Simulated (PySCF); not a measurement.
Bonds: Si1-C3, Si1-C7, Si1-N11, N11-C12, N11-C13, C13-C14. Si1 carries H2; C3 carries H4, H5, H6; C7 carries H8, H9, H10; C12 carries H15, H16, H17; C13 carries H18, H19; C14 carries H20, H21, H22.

How the numbers were obtained: shieldings: GIAO B3LYP/pcSseg-1, PBE0-D3(BJ)/def2-SVP structure, in PySCF (no solvent model, no relativistic terms, a single conformation, one averaged value for each set of equivalent atoms).

δ = σ(ref) − σ, references computed at the same level: TMS for 13C and 1H and 29Si; NH3 for 15N.

| atoms | nucleus | count | δ (ppm) |
| --- | --- | --- | --- |
| C3/C7 | 13C | 2 | 0.0 |
| Si1 | 29Si | 1 | -4.3 |
| C12 | 13C | 1 | 34.4 |
| H15/H16/H17 | 1H | 3 | 2.47 |
| H20/H21/H22 | 1H | 3 | ? |
| C14 | 13C | 1 | 16.1 |
| H2 | 1H | 1 | 4.53 |
| H4/H5/H6/H8/H9/H10 | 1H | 6 | 0.10 |
| C13 | 13C | 1 | ? |
| N11 | 15N | 1 | 40.1 |
| H18/H19 | 1H | 2 | ? |

Fill in the missing shifts.

Results:


- C13: 51.9 ppm, carbon bonded to C, N, 2 H
- H18/H19: 2.90 ppm, hydrogen on a carbon bonded to C, N
- H20/H21/H22: 1.03 ppm, hydrogen on a carbon bonded to C

Shifts are as computed. Against solution values, carbons near 30 ppm lie about +2 ppm off and those near 130 ppm about +6 ppm. Of 1313 compounds with measured shifts, 239 miss one by over three times the rms of a fit or turn the order of signals round; such compounds aren't used in these exercises. Experimental scales use liquid or dissolved standards, which lie at an offset from isolated NH3 (liquid NH3: subtract about 20 ppm).
